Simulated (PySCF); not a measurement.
Electron correlation in N (nitrogen, neutral)

[He] 2s2 2p3, high-spin 4S determinant. Calculation: PySCF 2.14, in aug-cc-pVTZ with one added diffuse shell each of s, p, d, f type (6s5p4d3f, 62 functions); no relativity, point nucleus. Frozen: 1s2; 5 electrons correlated.

| level | correlation energy (mhartree) |
| --- | --- |
| CCSD | -113.26 |
| (T) | -2.56 |
| CCSD(T) | -115.82 |

Diagnostics: T1 = 0.0070, D1 = 0.0134, largest double amplitude 0.025.

**Question.** Is a single reference adequate?

**Answer.** Yes: T1 lies below 0.03 and no double amplitude reaches 0.07.
